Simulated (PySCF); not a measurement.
**Static response to an electric field**

Compound: C7H10Si.
Structure used (GFN2-xTB), in Å, numbered top down from 1:
```
atom  x, y, z in Å
Si1    2.5740    0.3179    0.3155
C2     1.1383   -0.5781   -0.5598
C3    -0.1935   -0.2803    0.0659
C4    -0.5525   -0.7669    1.4316
C5    -1.7812   -0.3183    1.6700
C6    -2.1686    0.4421    0.4503
C7    -0.9179    1.0355   -0.1662
C8    -1.4769   -0.1795   -0.7465
H9     3.8217   -0.0288   -0.3697
H10    2.6491   -0.1035    1.7141
H11    2.3531    1.7630    0.2446
H12    1.1111   -0.2796   -1.6099
H13    1.3045   -1.6576   -0.5452
H14    0.0920   -1.3639    2.0459
H15   -2.4063   -0.4457    2.5319
H16   -3.1282    0.9282    0.3567
H17   -0.6443    1.9980   -0.5461
H18   -1.7831   -0.4762   -1.7285
```

Level: PBE0/def2-SVPD (PySCF), static field, nuclei fixed, core orbitals frozen in the response. The polarisability tensor in these axes (au):

```
x   115.98  -2.38  -2.83
y    -2.38  85.01  -2.50
z    -2.83  -2.50  92.51
```

**Question.** What are the eigenvalues, a third of the trace, and Δα (Δα² = ½Σ(αi − αj)² over the three pairs)?

**Answer.** Principal values 83.94, 93.10 and 116.45 au; mean 97.83 au = 14.50 Å³ = 16.13 × 10⁻⁴⁰ C²·m²/J; Δα = 29.03 au (30 % of the mean).

**Question.** What is the dipole moment, and where does it point?

**Answer.** (-0.41, 0.13, -1.03) D, 1.12 D in size, pointing from the negative to the positive side. Measured along this direction, the outermost atoms are H10 at the negative end and H18 at the positive end.

**Question.** Along which axes do the principal values lie, and how far do the nuclei extend along each?

**Answer.** Largest value along (0.99, -0.07, -0.11), where the nuclei span 7.04 Å; middle along (0.08, -0.32, 0.94), 4.00 Å; least along (0.10, 0.95, 0.31), 3.58 Å. The response follows the extents in order.

**Question.** What would n − 1 = 2πNα be for an ideal gas of these molecules at 400 K and 1 atm, electronic part alone?

**Answer.** N = p/kT = 1.8347 × 10¹⁹ cm⁻³, so n − 1 = 2π × N × 14.50 × 10⁻²⁴ cm³ = 1671 × 10⁻⁶ at long wavelengths, for an ideal gas.

**Question.** Form Σ f/ω² (atomic units) for the 6 lowest TDDFT singlets, given as eV and f, and set it beside the mean polarisability, which is this sum over all singlets: 5.43, 0.0552; 5.96, 0.0218; 6.13, 0.0002; 6.40, 0.0046; 6.57, 0.0152; 6.73, 0.0044.

**Answer.** They add up to 2.26 au, 2.3 % of the 97.83 au; the largest single term is 1.39 au, from the state at 5.43 eV. Terms in order: 1.39, 0.46, 0.00, 0.08, 0.26, 0.07 au. Higher excitations give the rest. The strengths listed sum to 0.101.

Isolated species at its GFN2-xTB geometry (one conformer only).
